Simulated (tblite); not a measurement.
Compound: C₆H₇FO.
Numbering: `[CH3:1][CH2:2][C@:3]1([F:4])[CH:5]=[CH:6][C:7]1=[O:8]` (hydrogens: H9, H10, H11 on C1; H12, H13 on C2; H14 on C5; H15 on C6)

Computed with GFN2-xTB (tblite), gas phase: nudged elastic band of 9 images (0 to 8), spring 0.2 eV/Å², climbing image at the end, force threshold 0.05 eV/Å. No saddle search or frequency run followed, so the top image need not be a first-order saddle, and its height can exceed the method's true barrier by a kcal/mol or more.

The band describes a rotation about C2–C3 (chain CH2 carbon, sp3 C–F carbon), followed by the dihedral C1–C2–C3–C7, from the optimised start (-47°) to a second optimised geometry at 68°.

**Question.** Give the energy profile along the converged band.

**Answer.** 
| image | dihedral (°) | E (kcal/mol) | C2–C3 (Å) | C1···C7 (Å) | largest true force (eV/Å) |
| --- | --- | --- | --- | --- | --- |
| 0 | -47 | 0.00 | 1.521 | 3.04 | 0.01 |
| 1 | -31 | 0.41 | 1.522 | 2.95 | 0.05 |
| 2 | -17 | 1.09 | 1.525 | 2.89 | 0.05 |
| 3 | -2 | 1.67 | 1.528 | 2.87 | 0.04 |
| 4 | 12 | 1.98 | 1.529 | 2.88 | 0.04 |
| 5 | 27 | 1.89 | 1.528 | 2.93 | 0.04 |
| 6 | 41 | 1.38 | 1.525 | 3.01 | 0.04 |
| 7 | 55 | 0.73 | 1.523 | 3.11 | 0.03 |
| 8 | 68 | 0.40 | 1.522 | 3.20 | 0.01 |

Barriers of this band. The top is image 4 at 12°: 1.98 kcal/mol forward and 1.58 kcal/mol back; the end lies 0.40 kcal/mol above the start. The central bond is 0.008 Å longer at the top than at the start.

**Question.** What rate follows at 250 K for crossing this barrier forward?

**Answer.** Taking the electronic barrier for the free energy of activation (no zero-point or entropy terms, transmission 1), rate = (kT/h)·exp(−ΔE/kT) ≈ 1 × 10^11 s⁻¹, whose inverse is 1 × 10^-11 s. An error of 1 kcal/mol in the barrier changes this by a factor of 7, and the method and the loose band can each miss by that much or more. The barrier is only 4.0 kT, where transition-state theory is rough.

**Question.** How would the two end points share their population at 250 K, from these energies alone?

**Answer.** exp(−ΔE/kT) with ΔE = 0.017 eV gives 0.45 for the higher one (end) against 1 for the lower, without vibrational, rotational or degeneracy terms. GFN2-xTB can put conformers this close in the wrong order.

**Question.** How long is the path, and how are the images spaced?

**Answer.** Cartesian distances between aligned neighbours (all atoms, Å): 0.73, 0.67, 0.66, 0.67, 0.66, 0.66, 0.66, 0.65; the sum is 5.37 Å, and the top lies 51 % of the way along.

The cost below is that of the whole band run. Time: 1.5 s of wall time; peak memory 0.18 GiB. Hardware: one thread, AMD EPYC 9B45 (x86_64), shared host.
